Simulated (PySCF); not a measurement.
Species: C₅H₁₆N₂Si₂.
Geometry (PBE0-D3(BJ)/def2-SVP, Å), atoms numbered from 1 in this order:
```
atom  x, y, z in Å
N1     3.8149    0.7635    0.8401
Si2    3.5622   -0.5876   -0.2254
C3     1.7534   -1.0646   -0.1126
Si4    0.6249    0.4373   -0.0371
N5    -0.9731   -0.0088   -0.5642
C6    -1.7386   -1.0766    0.0479
C7    -2.9072   -0.3767    0.7684
C8    -3.0534    0.9734    0.0346
C9    -1.9587    0.9369   -1.0484
H10    4.6444    1.3363    0.7290
H11    3.5881    0.6653    1.8243
H12    3.9074   -0.1046   -1.5977
H13    4.4174   -1.7947    0.0479
H14    1.5942   -1.6910    0.7820
H15    1.4814   -1.6783   -0.9881
H16    0.6687    0.9687    1.3713
H17    1.0654    1.5244   -0.9606
H18   -1.1197   -1.6899    0.7216
H19   -2.1318   -1.7583   -0.7325
H20   -2.6608   -0.2155    1.8285
H21   -3.8267   -0.9804    0.7389
H22   -2.8798    1.8106    0.7271
H23   -4.0544    1.1153   -0.3997
H24   -2.3900    0.5761   -2.0037
H25   -1.5114    1.9217   -1.2509
```

Level: PBE0/pcSseg-1 in PySCF, non-relativistic, on one gas-phase PBE0-D3(BJ)/def2-SVP geometry that isn't relaxed in the solvent. The solvent is an IEF-PCM continuum (cavity from Bondi-type radii × 1.2). The model holds no explicit solvent molecules, cavitation or dispersion.

```tsv
run	E − E(gas) (kJ/mol)	HOMO (eV)	HOMO–LUMO gap (eV)	dipole (D)
gas	0.00	-6.13	6.92	1.19
P	-16.00	-6.14	7.04	1.59
Q	-15.31	-6.14	7.03	1.57
```

The runs were made in dichloromethane and tetrahydrofuran. Which run belongs to which solvent?

P = dichloromethane, Q = tetrahydrofuran. The dielectric constants are 7.426 (tetrahydrofuran), 8.93 (dichloromethane), and the energy falls further as ε rises. In this model the ground state sees the solvent through ε alone.

How constant is the ratio of the lowering to (ε − 1)/(2ε + 1)?

```tsv
solvent	(ε − 1)/(2ε + 1)	E − E(gas) (kJ/mol)	ratio (kJ/mol)	polarisation term (kJ/mol)
tetrahydrofuran	0.405	-15.31	-37.8	-16.70
dichloromethane	0.420	-16.00	-38.1	-17.53
```

The ratio changes by +0.8 % in size from tetrahydrofuran to dichloromethane. The polarisation term is half the interaction of the solute with the induced surface charges.
